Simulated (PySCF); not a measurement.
## Telling isomers of C₂H₁₂OSi₄ apart by NMR

Non-relativistic Hamiltonian, rapidly exchanging positions averaged, a single conformation, no solvent model. σ from GIAO-PBE0/pcSseg-1; coordinates at the GFN2-xTB level; PySCF 2.14.0 with density-fitted response routines.

Referencing at the same level of theory: TMS for $^{1}$H, $^{13}$C. Where no couplings were computed, multiplicities follow the n + 1 count of equivalent neighbours, and m marks all less simple cases (inequivalent or close neighbours, rings, F or P nearby). Shifts are as computed. Against solution values, carbons near 30 ppm lie about +3 ppm off and those near 130 ppm about +5 ppm. Of 1309 compounds with measured shifts, 239 miss one by over three times the rms of a fit or turn the order of signals round; such compounds aren't used in these exercises.

(1) Tabulate the signals of `C[Si]([SiH3])([SiH3])[SiH2]C=O`, `COC[SiH]1[SiH2][SiH2][SiH2]1` and their relative energies.

(2) What is the quickest way to tell C[Si]([SiH3])([SiH3])[SiH2]C=O from COC[SiH]1[SiH2][SiH2][SiH2]1?

Answers

(1) 
```json
{"SMILES": "C[Si]([SiH3])([SiH3])[SiH2]C=O", "carbon types": "1×CH 1×CH3", "δC": "253.8, -6.8", "δH": "12.43 (t, 1H), 4.40 (d, 2H), 3.74 (s, 6H), 0.27 (s, 3H)", "E rel. (kcal/mol)": "0.0"}
{"SMILES": "COC[SiH]1[SiH2][SiH2][SiH2]1", "carbon types": "1×CH2 1×CH3", "δC": "67.8, 64.9", "δH": "4.75 (m, 1H), 4.22 (m, 2H), 4.16 (m, 2H), 4.06 (m, 1H), 4.02 (m, 1H), 3.56 (d, 2H), 3.54 (s, 3H)", "E rel. (kcal/mol)": "0.8"}
```

Energies are electronic energies at PBE0/pcSseg-1 on these geometries, without zero-point or thermal terms, each for the one conformer computed, which needn't be the lowest.

(2) Both give the same number of carbon signals, but DEPT or the intensities differ. The first has a carbonyl carbon (CH) at 253.8 ppm, the second an sp3 CH2 bonded to O and Si at 67.8 ppm. In the proton spectra the most deshielded non-exchanging signals are 12.43 (t, 1H) and 4.75 (m, 1H).
